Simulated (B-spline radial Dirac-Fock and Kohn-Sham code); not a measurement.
# K-line shifts caused by a second vacancy in Rb⁺

System: the Rb⁺ ion, [Ar] 3d10 4s2 4p6.

Input file task.json (cfg lists n, l and occupation; rrms is the nuclear radius in fm):

```json
{"items": [{
  "Z": 37,
  "q": 1,
  "cfg": [[1, 0, 2], [2, 0, 2], [2, 1, 6], [3, 0, 2], [3, 1, 6], [3, 2, 10], [4, 0, 2], [4, 1, 6]],
  "A": 85,
  "rrms": 4.2036,
  "do": ["binding", "quiet", "double"]
}]}
```

Command: `python xray_run.py task.json out`

These are calculated numbers from a radial atomic solver; the model is Dirac-Fock (average of configuration) total-energy differences with a finite nucleus, the Breit interaction including its frequency dependence, and self-energy and vacuum-polarisation corrections. Each two-hole energy is an average over J within one jj subconfiguration, not an observable level; in light atoms, where LS coupling holds, the j-resolved values are not observed lines, and for a K spectator the Kα1 hypersatellite is nearly forbidden. Electron correlation is not included.

Lines without a spectator: Kα2 (K-L2) 13333.9 eV, Kα1 (K-L3) 13393.7 eV, Kβ3 (K-M2) 14948.2 eV, Kβ1 (K-M3) 14957.4 eV. Shifts in eV with one spectator hole (a dash: not computed, or left out as unreliable):

```tsv
spectator hole	Kα2	Kα1	Kβ3	Kβ1
K (1s)	+403.0	+409.7	+508.2	+509.4
L2 (2p1/2)	+40.5	+50.2	–	+109.8
L3 (2p3/2)	+43.5	+42.4	+102.6	–
M2 (3p1/2)	–	+4.12	+9.80	+12.44
M3 (3p3/2)	+3.38	–	+11.19	+10.63
M4 (3d3/2)	-0.31	-1.87	–	–
M5 (3d5/2)	-2.05	-1.01	–	–
```

With n spectator holes in 2p, averaged over the 2p shell (energies in eV):

| n | KαLⁿ | step | hypersatellite KαʰLⁿ |
| --- | --- | --- | --- |
| 0 | 13373.7 | – | 13781.2 |
| 1 | 13418.4 | +44.6 | 13827.1 |
| 2 | 13464.2 | +45.8 | 13874.2 |
| 3 | 13511.1 | +46.9 | 13922.4 |
| 4 | 13559.1 | +48.1 | 13971.7 |
| 5 | 13608.4 | +49.2 | 14022.3 |
